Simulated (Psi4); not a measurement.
C6H13BO2, charge -1, doublet, geometry from GFN2-xTB (a state made from the parent by changing its charge; the spin is typed, not shown lowest) (a gas-phase anion, which may not be bound at this level); R2SCAN/STO-3G in Psi4.

Input for Psi4:
```
memory 2 GB

molecule {
-1 2
C    -1.77443156   -0.03191137    0.91494243
C    -0.75124689   -0.12720494   -0.24514073
C    -1.10616191   -1.36493490   -1.08690439
O    -0.82499265    1.01632732   -1.01685730
B     0.18583498    2.03053219   -0.44014834
O     0.96214703    1.20889894    0.59016274
C     0.71032703   -0.12882250    0.32503890
C     0.89589233   -0.97174480    1.59721700
C     1.70044373   -0.64955152   -0.74303435
H    -2.75186738    0.20851246    0.49704539
H    -1.47413877    0.77917351    1.57305794
H    -1.84481081   -0.96412466    1.47529917
H    -2.16538540   -1.33314379   -1.34204685
H    -0.53766293   -1.36976965   -2.01263706
H    -0.90548402   -2.28296741   -0.53323451
H     0.91172842    2.44031569   -1.35570131
H     0.36356144   -0.52470063    2.43214634
H     1.95485054   -1.00741509    1.85289181
H     0.53831834   -1.99069113    1.44346683
H     1.52045255   -0.10826009   -1.66767722
H     2.71640861   -0.43410250   -0.41136552
H     1.59868284   -1.72227788   -0.90965996
}

set {
  basis sto-3g
  reference uks
}

energy('r2scan')
print_variables()
```

**Question.** Write the output that Psi4 gives for this input, abridged.

**Answer.** 
```
   => Loading Basis Set <=

    Name: STO-3G
    Role: ORBITAL
    Keyword: BASIS

         ---------------------------------------------------------
                                   SCF
               by Justin Turney, Rob Parrish, Andy Simmonett
                          and Daniel G. A. Smith
                              UKS Reference
         ---------------------------------------------------------

  ==> Geometry <==

    Molecular point group: c1
    Full point group: C1

    Geometry (in Angstrom), charge = -1, multiplicity = 2:

       Center              X                  Y                   Z               Mass
    ------------   -----------------  -----------------  -----------------  -----------------
         C           -1.776473882275    -0.112180461919     0.926460765847    12.000000000000
         C           -0.753289212275    -0.207474031919    -0.233622394153    12.000000000000
         C           -1.108204232275    -1.445203991919    -1.075386054153    12.000000000000
         O           -0.827034972275     0.936058228081    -1.005338964153    15.994914619570
         B            0.183792657725     1.950263098081    -0.428630004153    11.009305360000
         O            0.960104707725     1.128629848081     0.601681075847    15.994914619570
         C            0.708284707725    -0.209091591919     0.336557235847    12.000000000000
         C            0.893850007725    -1.052013891919     1.608735335847    12.000000000000
         C            1.698401407725    -0.729820611919    -0.731516014153    12.000000000000
         H           -2.753909702275     0.128243368081     0.508563725847     1.007825032230
         H           -1.476181092275     0.698904418081     1.584576275847     1.007825032230
         H           -1.846853132275    -1.044393751919     1.486817505847     1.007825032230
         H           -2.167427722275    -1.413412881919    -1.330528514153     1.007825032230
         H           -0.539705252275    -1.450038741919    -2.001118724153     1.007825032230
         H           -0.907526342275    -2.363236501919    -0.521716174153     1.007825032230
         H            0.909686097725     2.360046598081    -1.344182974153     1.007825032230
         H            0.361519117725    -0.604969721919     2.443664675847     1.007825032230
         H            1.952808217725    -1.087684181919     1.864410145847     1.007825032230
         H            0.536276017725    -2.070960221919     1.454985165847     1.007825032230
         H            1.518410227725    -0.188529181919    -1.656158884153     1.007825032230
         H            2.714366287725    -0.514371591919    -0.399847184153     1.007825032230
         H            1.596640517725    -1.802546971919    -0.898141624153     1.007825032230

  Running in c1 symmetry.

  Rotational constants: A =      0.06537  B =      0.05929  C =      0.05085 [cm^-1]
  Rotational constants: A =   1959.74777  B =   1777.52866  C =   1524.41421 [MHz]
  Nuclear repulsion =  498.984768508371076

  Charge       = -1
  Multiplicity = 2
  Electrons    = 71
  Nalpha       = 36
  Nbeta        = 35

  ==> Algorithm <==

  SCF Algorithm Type is DF.
  DIIS enabled.
  MOM disabled.
  Fractional occupation disabled.
  Guess Type is SAD.
  Energy threshold   = 1.00e-06
  Density threshold  = 1.00e-06
  Integral threshold = 1.00e-12

  ==> Primary Basis <==

  Basis Set: STO-3G
    Blend: STO-3G
    Number of shells: 40
    Number of basis functions: 58
    Number of Cartesian functions: 58
    Spherical Harmonics?: true
    Max angular momentum: 1

  ==> DFT Potential <==

   => LibXC <=

    Version 7.1.2
    S. Lehtola, C. Steigemann, M. J. T. Oliveira, and M. A. L. Marques,  SoftwareX 7, 1–5 (2018) (10.1016/j.softx.2017.11.002)

   => Composite Functional: R2SCAN <=

    r2SCAN Meta-GGA XC Functional  (0.1021/acs.jpclett.0c02405)
    J. W. Furness, A. D. Kaplan, J. Ning, J. P. Perdew, J. Sun  J. Phys. Chem. Lett.  11, 8208–8215, 2020

    Deriv               =              1
    GGA                 =           TRUE
    Meta                =           TRUE

    Exchange Hybrid     =          FALSE
    MP2 Hybrid          =          FALSE

   => Exchange Functionals <=

    1.0000   XC_MGGA_X_R2SCAN

   => Correlation Functionals <=

    1.0000   XC_MGGA_C_R2SCAN

   => LibXC Density Thresholds  <==

    XC_MGGA_C_R2SCAN:  1.00E-15
    XC_MGGA_X_R2SCAN:  1.00E-11

   => Molecular Quadrature <=

    Radial Scheme          =       TREUTLER
    Pruning Scheme         =           NONE
    Nuclear Scheme         =       TREUTLER

    Blocking Scheme        =         OCTREE
    BS radius alpha        =              1
    Pruning alpha          =              1
    Radial Points          =             75
    Spherical Points       =            302
    Total Points           =         454354
    Total Blocks           =           3324
    Max Points             =            256
    Max Functions          =             54
    Weights Tolerance      =       1.00E-15

   => Loading Basis Set <=

    Name: (STO-3G AUX)
    Role: JKFIT
    Keyword: DF_BASIS_SCF

  ==> Integral Setup <==

  SCF_SUBTYPE=INCORE selected. In-core MEM_DF algorithm will be used.
  Using in-core AOs.

  ==> MemDFJK: Density-Fitted J/K Matrices <==

    J tasked:                   Yes
    K tasked:                    No
    wK tasked:                   No
    Algorithm:                 Core
    Schwarz Cutoff:           1E-12
    Mask sparsity (%):       1.6052
    Fitting Condition:        1E-10

   => Auxiliary Basis Set <=

  Basis Set: (STO-3G AUX)
    Blend: DEF2-UNIVERSAL-JKFIT
    Number of shells: 303
    Number of basis functions: 913
    Number of Cartesian functions: 1069
    Spherical Harmonics?: true
    Max angular momentum: 4

  Minimum eigenvalue in the overlap matrix is 2.0149702726E-01.
  Reciprocal condition number of the overlap matrix is 7.6427078978E-02.
    Using symmetric orthogonalization.

  ==> Pre-Iterations <==

  SCF Guess: Superposition of Atomic Densities via on-the-fly atomic UHF (no occupation information).

   -------------------------
    Irrep   Nso     Nmo
   -------------------------
     A         58      58
   -------------------------
    Total      58      58
   -------------------------

  ==> Iterations <==

                           Total Energy        Delta E     RMS |[F,P]|

   @DF-UKS iter SAD:  -401.84323054763058   -4.01843e+02   0.00000e+00
   @DF-UKS iter   1:  -406.20150805605169   -4.35828e+00   5.25265e-03 ADIIS/DIIS
   @DF-UKS iter   2:  -406.11549494700807    8.60131e-02   8.97481e-03 ADIIS/DIIS
   @DF-UKS iter   3:  -406.27096771434526   -1.55473e-01   3.42398e-04 ADIIS/DIIS
   @DF-UKS iter   4:  -406.27126137461931   -2.93660e-04   1.76891e-04 ADIIS/DIIS
   @DF-UKS iter   5:  -406.27133634977378   -7.49752e-05   4.99488e-05 DIIS
   @DF-UKS iter   6:  -406.27134252430892   -6.17454e-06   2.12455e-05 DIIS
   @DF-UKS iter   7:  -406.27134375195033   -1.22764e-06   1.01570e-05 DIIS
   @DF-UKS iter   8:  -406.27134398542319   -2.33473e-07   3.59273e-06 DIIS
   @DF-UKS iter   9:  -406.27134401695986   -3.15367e-08   4.58262e-07 DIIS
  Energy and wave function converged.

  ==> Post-Iterations <==

   Electrons on quadrature grid:
      Nalpha   =   35.9999814140 ; deviation = -1.859e-05
      Nbeta    =   34.9999839647 ; deviation = -1.604e-05
      Ntotal   =   70.9999653787 ; deviation = -3.462e-05

   @Spin Contamination Metric:   1.734892463E-03
   @S^2 Expected:                7.500000000E-01
   @S^2 Observed:                7.517348925E-01
   @S   Expected:                5.000000000E-01
   @S   Observed:                5.000000000E-01

    Orbital Energies [Eh]
    ---------------------

    Alpha Occupied:

[...]
    Alpha Virtual:

[...]
      58A      0.787159

    Beta Occupied:

[...]
    Beta Virtual:

[...]
    Final Occupation by Irrep:
              A
    DOCC [    35 ]
    SOCC [     1 ]
    NA   [    36 ]
    NB   [    35 ]

  @DF-UKS Final Energy:  -406.27134401695986

   => Energetics <=

    Nuclear Repulsion Energy =            498.9847685083710758
    One-Electron Energy =               -1560.0527269303038338
    Two-Electron Energy =                 714.0113581141680470
    DFT Exchange-Correlation Energy =     -59.2147437091950124
    Empirical Dispersion Energy =           0.0000000000000000
    VV10 Nonlocal Energy =                  0.0000000000000000
    Total Energy =                       -406.2713440169598584

  UHF NO Occupations:
  HONO-2 :   34  A 1.9997315
  HONO-1 :   35  A 1.9997042
  HONO-0 :   36  A 1.0000000
  LUNO+0 :   37  A 0.0002958
  LUNO+1 :   38  A 0.0002685
  LUNO+2 :   39  A 0.0001680
  LUNO+3 :   40  A 0.0001177

Computation Completed

Properties will be evaluated at   0.000000,   0.000000,   0.000000 [a0]

Properties computed using the SCF density matrix

 Multipole Moments:

 ------------------------------------------------------------------------------------
     Multipole            Electronic (a.u.)      Nuclear  (a.u.)        Total (a.u.)
 ------------------------------------------------------------------------------------

 L = 1.  Multiply by 2.5417464519 to convert [e a0] to [Debye]
 Dipole X            :         -0.0563353           -0.2701606           -0.3264959
 Dipole Y            :          8.2753522          -10.6180626           -2.3427105
 Dipole Z            :         -0.8706235            1.5236551            0.6530316
 Magnitude           :                                                    2.4538423

 ------------------------------------------------------------------------------------

  Variable Map:
  ----------------------------------------------------------------------------
[...]
  Array Variable Map:
  ----------------------------------------------------------------------------
[...]
[...]
```
